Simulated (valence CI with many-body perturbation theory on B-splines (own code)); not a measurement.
**Tm⁴⁷⁺: calculated level list**

Calculated by relativistic CI+MBPT: four valence electrons over a frozen Dirac-Fock core [Ar], a basis of 7 s, 7 p, 8 d, 6 f, 4 g, 1 h functions for each j, with the one-electron correlation potential Σ1 (screened to all orders), the two-electron term Σ2, the three-electron term Σ3, Breit, model QED; selected single and double excitations, second order for the rest, scaled by the run's own slope (own B-spline code, finite nucleus).

No measured spectrum was set against this ion. As an estimate, large intervals hold to a few tenths of a per cent, small ones and those within an open d or f shell to about a per cent. Excitations out of the core, of the other parity, are not computed and may begin above about 219 eV (a cautious bound); beyond it only levels of the ground parity were kept, without lifetimes. Only levels of the ground parity were solved; by the run's estimate the other parity begins above the list, which can be wrong where configurations are misplaced.

Levels 1 to 34 of 34, with energies above the lowest level, (3d3/2^4) J=0. "Leading %" is the weight of the configuration and term that name the level; weights of strongly mixed levels are sums over their largest components and can fall short. In the jj column 3d3/2^4 stands for four electrons in 3d with j = 3/2. Lifetimes count E1, E2, E3, M1 and M2 decay at the calculated energies, and are blank where another channel may lead or the interval is too uncertain; long ones can be off by a factor of two.

| No. | Configuration | Term | J | E (eV) | Leading % | Lifetime | Second component | Leading jj |
| --- | --- | --- | --- | --- | --- | --- | --- | --- |
| 1 | 3d⁴ | ³P | 0 | 0.00 | 59 |  | 27 % 3d⁴ ⁵D | 3d3/2^4 (98 %) |
| 2 | 3d⁴ | ⁵D | 1 | 44.08 | 59 | 882 ns | 41 % 3d⁴ ³P | 3d3/2^3 3d5/2 (99 %) |
| 3 | 3d⁴ | ³F | 4 | 55.19 | 29 |  | 23 % 3d⁴ ¹G | 3d3/2^3 3d5/2 (98 %) |
| 4 | 3d⁴ | ⁵D | 2 | 57.16 | 39 | 48.4 μs | 16 % 3d⁴ ³D | 3d3/2^3 3d5/2 (92 %) |
| 5 | 3d⁴ | ³F | 3 | 60.50 | 30 |  | 21 % 3d⁴ ⁵D | 3d3/2^3 3d5/2 (94 %) |
| 6 | 3d⁴ | ⁵D | 0 | 96.19 | 66 | 330 ns | 22 % 3d⁴ ¹S | 3d3/2^2 3d5/2^2 (98 %) |
| 7 | 3d⁴ | ⁵D | 2 | 97.39 | 48 | 486 ns | 18 % 3d⁴ ³F | 3d3/2^2 3d5/2^2 (93 %) |
| 8 | 3d⁴ | ³H | 4 | 98.84 | 40 | 860 ns | 37 % 3d⁴ ⁵D | 3d3/2^2 3d5/2^2 (97 %) |
| 9 | 3d⁴ | ⁵D | 3 | 100.68 | 48 | 872 ns | 34 % 3d⁴ ³G | 3d3/2^2 3d5/2^2 (92 %) |
| 10 | 3d⁴ | ³H | 5 | 104.34 | 67 | 1.71 μs | 33 % 3d⁴ ³G | 3d3/2^2 3d5/2^2 (100 %) |
| 11 | 3d⁴ | ¹I | 6 | 107.03 | 52 | 9.72 ms | 48 % 3d⁴ ³H | 3d3/2^2 3d5/2^2 (99 %) |
| 12 | 3d⁴ | ³P | 1 | 108.43 | 42 | 804 ns | 40 % 3d⁴ ³D | 3d3/2^2 3d5/2^2 (95 %) |
| 13 | 3d⁴ | ³F | 3 | 111.94 | 44 | 1.20 μs | 25 % 3d⁴ ³D | 3d3/2^2 3d5/2^2 (97 %) |
| 14 | 3d⁴ | ³G | 4 | 112.01 | 56 | 4.29 μs | 38 % 3d⁴ ¹G | 3d3/2^2 3d5/2^2 (98 %) |
| 15 | 3d⁴ | ³D | 2 | 113.65 | 32 | 2.82 μs | 31 % 3d⁴ ³F | 3d3/2^2 3d5/2^2 (97 %) |
| 16 | 3d⁴ | ³F | 2 | 125.04 | 49 | 598 ns | 29 % 3d⁴ ³P | 3d3/2^2 3d5/2^2 (95 %) |
| 17 | 3d⁴ | ³F | 4 | 129.78 | 65 | 2.04 μs | 25 % 3d⁴ ¹G | 3d3/2^2 3d5/2^2 (94 %) |
| 18 | 3d⁴ | ¹D | 2 | 140.82 | 38 | 7.52 μs | 36 % 3d⁴ ³P | 3d3/2^2 3d5/2^2 (92 %) |
| 19 | 3d⁴ | ⁵D | 4 | 151.70 | 34 | 383 ns | 24 % 3d⁴ ³H | 3d3/2 3d5/2^3 (93 %) |
| 20 | 3d⁴ | ³F | 3 | 152.77 | 44 | 339 ns | 28 % 3d⁴ ⁵D | 3d3/2 3d5/2^3 (97 %) |
| 21 | 3d⁴ | ³P | 0 | 153.30 | 61 | 1.19 μs | 39 % 3d⁴ ¹S | 3d3/2^2 3d5/2^2 (71 %) |
| 22 | 3d⁴ | ³D | 1 | 157.44 | 52 | 267 ns | 27 % 3d⁴ ³P | 3d3/2 3d5/2^3 (97 %) |
| 23 | 3d⁴ | ³G | 5 | 158.02 | 67 | 693 ns | 33 % 3d⁴ ³H | 3d3/2 3d5/2^3 (100 %) |
| 24 | 3d⁴ | ³H | 6 | 158.74 | 52 | 819 ns | 48 % 3d⁴ ¹I | 3d3/2 3d5/2^3 (99 %) |
| 25 | 3d⁴ | ³F | 2 | 165.76 | 48 | 410 ns | 39 % 3d⁴ ³P | 3d3/2 3d5/2^3 (94 %) |
| 26 | 3d⁴ | ³D | 3 | 167.61 | 37 | 569 ns | 34 % 3d⁴ ¹F | 3d3/2 3d5/2^3 (98 %) |
| 27 | 3d⁴ | ¹S | 0 | 176.03 | 78 | 823 ns | 17 % 3d⁴ ³P | 3d3/2 3d5/2^3 (66 %) |
| 28 | 3d⁴ | ³F | 3 | 181.14 | 65 | 675 ns | 32 % 3d⁴ ¹F | 3d3/2 3d5/2^3 (100 %) |
| 29 | 3d⁴ | ³P | 1 | 181.63 | 90 | 456 ns | 8 % 3d⁴ ³D | 3d3/2 3d5/2^3 (98 %) |
| 30 | 3d⁴ | ¹G | 4 | 182.03 | 67 | 548 ns | 23 % 3d⁴ ³F | 3d3/2 3d5/2^3 (96 %) |
| 31 | 3d⁴ | ¹D | 2 | 185.89 | 64 | 631 ns | 25 % 3d⁴ ³P | 3d3/2 3d5/2^3 (86 %) |
| 32 | 3d⁴ | ³F | 4 | 212.09 | 47 | 258 ns | 21 % 3d⁴ ¹G | 3d5/2^4 (97 %) |
| 33 | 3d⁴ | ¹D | 2 | 222.18 | 36 |  | 25 % 3d⁴ ³D | 3d5/2^4 (92 %) |
| 34 | 3d⁴ | ³P | 0 | 245.56 | 51 |  | 48 % 3d⁴ ¹S | 3d5/2^4 (90 %) |

The ionisation energy to 3d³ ⁴F3/2 of the next ion comes out as 4076.1 eV (NIST: 4075 ± 4 eV (theoretical)). All 34 levels together are meant to be complete up to 218.55 eV.
